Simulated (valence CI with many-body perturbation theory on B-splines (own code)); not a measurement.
E1 transitions of Zn²³⁺

Level of theory: valence CI with perturbative core correlation (CI+MBPT): five valence electrons over a frozen Dirac-Fock core [He], radial functions for each j: 11 s, 11 p, 10 d, 8 f, 5 g, 2 h, with the one-electron correlation potential Σ1 (screened to all orders), the two-electron term Σ2, the three-electron term Σ3, Breit, model QED; selected single and double excitations, second order for the rest, scaled by the run's own slope (own B-spline code, finite nucleus).

No measured spectrum was set against this ion. As an estimate, levels of excited configurations hold to 0.05 to 0.15 % of their energy, terms of the ground configuration to about 0.5 %. Among the levels kept, up to 5500 cm⁻¹ of a level comes from second order outside the variational space, and about a tenth of that is noise between levels of different J, which matters for small intervals.

Lines 201 to 250 of 600 in falling wavelength, among levels below 111.22 Ry, chosen from the strongest by gf and those to the six lowest levels. Wavelengths and rates use the calculated energies, so an error of 900 cm⁻¹ moves a line at 111.0 Å by 0.1 % and its rate by three times that or more. Electric multipoles are in the length gauge, E1 and E2 with the static RPA response of the core. Weak lines are less certain than strong ones. Lines between different terms over intervals too small for the method are left out, as are lines whose strength nearly cancels. Where a level lies close to another of its J and parity, the split of strength between their lines is uncertain. The highest levels of a list are the least certain.

Names give the largest LS component (configuration and term), which can be under half, so a name can repeat, a term be missing and a line seem to break the LS rules; names also repeat where a configuration has a term twice. Letters in brackets count levels of one name in rising energy.

```
λ vac (Å)                Upper                 Lower   A (s⁻¹)  log gf  Branch %
    111.0       2s2p³3p ⁴F_5/2  2s²2p²3p ⁴D°_3/2 [b]  8.19e+09   -1.04       0.9
    110.6      2s2p³3s ⁴D°_7/2       2s²2p²3s ⁴P_5/2  1.20e+10   -0.75       0.4
    110.1       2s2p³3p ⁴F_9/2      2s²2p²3p ⁴D°_7/2  7.02e+09   -0.89      38.8
    109.8      2s2p³3s ⁴D°_5/2       2s²2p²3s ⁴P_3/2  1.87e+10   -0.69       0.6
    109.7       2s2p³3p ⁴F_7/2      2s²2p²3p ⁴D°_5/2  9.84e+09   -0.85      11.1
    108.7   2s2p³3p ⁴D_7/2 [a]      2s²2p²3p ⁴P°_5/2  9.25e+09   -0.88       0.3
    106.9          2p⁵ ²P°_3/2          2s2p⁴ ²S_1/2  1.20e+10   -1.08       8.8
    104.5         2s2p⁴ ⁴P_5/2        2s²2p³ ⁴S°_3/2  1.48e+10   -0.84      84.2
    99.04  2s2p³3d ⁴F°_3/2 [a]       2s²2p²3d ⁴F_3/2  1.68e+10   -1.01       0.5
    95.43      2s2p³3s ⁴D°_3/2       2s²2p²3s ⁴P_1/2  2.04e+10   -0.95       0.7
    95.11   2s2p³3p ⁴D_3/2 [b]  2s²2p²3p ⁴D°_3/2 [a]  2.09e+10   -0.95       0.5
    95.02  2s2p³3d ⁴D°_5/2 [b]   2s²2p²3d ⁴F_5/2 [a]  1.21e+10   -1.01       0.0
    94.50         2p⁴3s ⁴P_5/2       2s2p³3s ⁴D°_7/2  3.63e+10   -0.54       6.1
    94.40   2s2p³3p ²P_3/2 [a]      2s²2p²3p ⁴D°_1/2  1.68e+10   -1.05       0.4
    93.37  2s2p³3d ²F°_7/2 [b]   2s²2p²3d ²F_7/2 [b]  2.16e+10   -0.65       0.1
    93.08   2s2p³3p ²F_5/2 [b]  2s²2p²3p ²D°_5/2 [b]  2.41e+10   -0.73       0.4
    92.78          2p⁵ ²P°_1/2          2s2p⁴ ²P_3/2  6.33e+10   -0.79      40.3
    92.69         2s2p⁴ ²P_3/2        2s²2p³ ²P°_3/2  1.06e+10   -1.26       6.2
    92.61  2s2p³3d ²F°_7/2 [c]   2s²2p²3d ²F_7/2 [d]  3.22e+10   -0.48       0.1
    92.59          2p⁵ ²P°_3/2          2s2p⁴ ²D_5/2  4.76e+10   -0.61      34.6
    92.19         2s2p⁴ ⁴P_3/2        2s²2p³ ⁴S°_3/2  2.88e+10   -0.83      96.9
    92.08   2s2p³3p ⁴P_5/2 [d]      2s²2p²3p ²F°_5/2  2.46e+10   -0.73       0.7
    91.95  2s2p³3d ⁴F°_9/2 [b]       2s²2p²3d ⁴F_9/2  2.21e+10   -0.55      53.5
    91.64  2s2p³3d ²D°_5/2 [c]   2s²2p²3d ²F_7/2 [c]  1.21e+10   -1.04       0.1
    91.54  2s2p³3d ²G°_9/2 [b]       2s²2p²3d ²G_9/2  4.56e+10   -0.24      60.8
    91.31  2s2p³3d ²D°_5/2 [b]   2s²2p²3d ²D_5/2 [a]  1.41e+10   -0.98       0.1
    91.19   2s2p³3p ²F_5/2 [b]  2s²2p²3p ²D°_5/2 [a]  2.05e+10   -0.81       0.3
    91.09   2s2p³3p ⁴D_7/2 [b]      2s²2p²3p ⁴D°_7/2  3.12e+10   -0.51       1.1
    90.64  2s2p³3d ²D°_5/2 [b]   2s²2p²3d ²F_7/2 [b]  1.12e+10   -1.08       0.0
    90.39   2s2p³3p ²D_5/2 [c]  2s²2p²3p ²P°_3/2 [c]  2.32e+10   -0.77       0.7
    90.35   2s2p³3p ²F_7/2 [b]      2s²2p²3p ²F°_7/2  5.50e+10   -0.27       2.8
    90.32      2s2p³3s ⁴P°_1/2       2s²2p²3s ⁴P_3/2  4.13e+10   -1.00       1.4
    90.11      2s2p³3s ⁴P°_5/2       2s²2p²3s ⁴P_5/2  3.43e+10   -0.60       1.2
    90.04         2s2p⁴ ⁴P_1/2        2s²2p³ ⁴S°_3/2  3.10e+10   -1.12      93.4
    89.95  2s2p³3d ²F°_5/2 [d]   2s²2p²3d ²D_5/2 [b]  1.94e+10   -0.85       0.1
    89.90         2p⁴3s ⁴P_5/2       2s2p³3s ⁴D°_5/2  2.17e+10   -0.80       3.7
    89.85  2s2p³3d ⁴F°_7/2 [b]       2s²2p²3d ⁴F_7/2  1.50e+10   -0.84       0.7
    89.63   2s2p³3p ⁴D_5/2 [b]      2s²2p²3p ⁴D°_5/2  2.70e+10   -0.71       0.9
    89.61  2s2p³3s ²D°_5/2 [b]       2s²2p²3s ²D_5/2  6.34e+10   -0.34       1.3
    89.47  2s2p³3s ²D°_3/2 [b]       2s²2p²3s ²D_3/2  4.40e+10   -0.68       1.1
    89.45         2s2p⁴ ²D_5/2        2s²2p³ ²D°_5/2  4.23e+10   -0.52      85.7
    89.37  2s2p³3d ²P°_3/2 [b]   2s²2p²3d ²D_5/2 [b]  3.77e+10   -0.74       0.1
    89.32       2s2p³3p ⁴S_3/2      2s²2p²3p ⁴P°_5/2  2.37e+10   -0.95       1.0
    89.23   2s2p³3p ⁴D_3/2 [c]  2s²2p²3p ⁴D°_3/2 [b]  2.72e+10   -0.89       1.1
    89.10  2s2p³3s ²P°_3/2 [a]       2s²2p²3s ²P_3/2  4.38e+10   -0.68       0.8
    89.00          2p⁵ ²P°_3/2          2s2p⁴ ²D_3/2  2.94e+10   -0.85      21.4
    88.84  2s2p³3d ⁴D°_7/2 [c]   2s²2p²3d ²F_7/2 [a]  2.45e+10   -0.64       0.3
    88.68  2s2p³3d ²G°_7/2 [b]   2s²2p²3d ²F_7/2 [c]  2.17e+10   -0.69      13.3
    88.40      2s2p³3s ⁴P°_3/2       2s²2p²3s ⁴P_3/2  2.68e+10   -0.90       0.9
    88.40  2s2p³3d ²S°_1/2 [b]   2s²2p²3d ²D_3/2 [b]  3.72e+10   -1.06       0.1
```
